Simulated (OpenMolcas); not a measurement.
**Co2+: ligand-field states by method**

Co2+ with its 6 nearest fluoride ions at 2.041 Å, on the Li site of LiF (a = 4.028 Å, distance in the model lattice 2.014 Å). The rest of the host is ab initio model potentials to 7.6 Å and point charges beyond; the distance is set by hand and nothing relaxes, and no local charge compensation is placed. Ligand basis ANO-RCC-VDZP.

```json
{
 "Program": "OpenMolcas 26.06",
 "Basis": "ANO-RCC-VDZP [5s4p2d1f]",
 "Scalar Hamiltonian": "DKH2, point nucleus",
 "Active space": "7 electrons in 5 orbitals (3d)",
 "State averaging": "2S+1 = 4 even, 10 roots; 2S+1 = 2 even, 40 roots",
 "Spin-orbit coupling": "RASSI with atomic mean-field integrals over the reference wave functions"
}
```

I. CASSCF
II. SS-CASPT2, IPEA 0.25 Eh, imaginary shift 0.1 Eh (closed shells correlated: 3s 3p and the ligand valence shells)

Spin-free states (labels of O, the rotations of Oh) in cm-1, each column counted from its own energy of the first state listed:

| State | Degeneracy | I | II |
| --- | --- | --- | --- |
| 4T1 | 3 | 0 | 0 |
| 4T2 | 3 | 7405 | 9970 |
| 2E | 2 | 13703 | 10060 |
| 4A2 | 1 | 16098 | 20870 |
| 2T1 | 3 | 19856 | 17070 |
| 2T2 | 3 | 20228 | 17730 |
| 4T1 | 3 | 24264 | 23550 |
| 2A1 | 1 | 25421 | 24120 |
| 2T1 | 3 | 25797 | 20850 |
| 2T2 | 3 | 29156 | 27160 |
| 2T1 | 3 | 30072 | 29520 |
| 2E | 2 | 32221 | 30590 |
| 2T2 | 3 | 35618 | 34230 |
| 2T1 | 3 | 36498 | 36810 |
| 2E | 2 | 36694 | 37510 |
| 2T2 | 3 | 47001 | 41270 |
| 2T1 | 3 | 48532 | 44760 |
| 2A2 | 1 | 49216 | 44780 |
| 2E | 2 | 72566 | 65140 |
| 2T2 | 3 | 72844 | 64990 |

From I to II, I's first state of the same spin (4T2) moves from 7405 to 9970 cm-1, by about +2600 cm-1.

From I to II, I's first state of another spin (2E) moves from 13703 to 10060 cm-1, by about -3600 cm-1.

I: A least-squares ligand-field fit to the states below 45000 cm-1, each weighted by its degeneracy and with a free common offset, gives 10Dq = 8366 cm-1, B = 1203 cm-1 and C = 4436 cm-1 (C/B = 3.69), with an rms deviation of 115 cm-1. The same method and metal basis give the free ion B = 1230 cm-1 (fit to its terms below 60000 cm-1, rms deviation 20 cm-1), so the nephelauxetic ratio is β = 1203 / 1230 = 0.98; it hangs on how both fits weigh the states, and computed free-ion B values tend to be too large, so β mixes covalency with correlation.

χT at 300 K: I 3.52, II 3.45 cm3 K/mol.

Roots that are degenerate in the reference are averaged as groups; the widest CASPT2 spread within a group is 160 cm-1 (the 2-fold group of multiplicity 2 near 30600 cm-1 above the lowest state of its run, II). Shifts and gaps below about the spread of the groups concerned are not significant. Over all roots computed the reference weight is 0.74 to 0.75 in II; a low but even weight reflects the number of correlated electrons. An orbital triplet at a regular site is open to Jahn-Teller coupling, which can distort the site and quench the lowest spin-orbit gaps and is left out. Ligand-to-metal charge-transfer states are missing. Without dynamic correlation the repulsion within the d shell is too large (B by tens of per cent), so at a given field states of lower spin stand too high (holds for I). With no ligand orbital active B as a rule stays too high, so bands that hang on it stand too high and its fall with covalency is understated (holds for I). With metal d orbitals alone and no dynamic correlation 10Dq can be off by a tenth to a fifth, either way, in oxide and fluoride hosts (holds for I). A single d shell leaves out the double-shell effect, which counts most for late 3d ions, where the CASPT2 field can be off either way by tens of per cent (holds for II). These CASPT2 states fit no ligand-field parameters well, so their order and spin gaps are uncertain (holds for II). For late 3d ions with one d shell CASPT2 can put B and the spin-flip bands somewhat low as well as high (holds for II). With one d shell and no ligand orbital active, 10Dq can be off by tens of per cent for divalent 3d ions, low with halides held by bare charges and at times high in hosts (holds for II). Free-ion shares, where given, are those of the reference states; single-state CASPT2 does not remix them (holds for II). No measured value stands beside these numbers; the geometry was set by hand and not optimised.
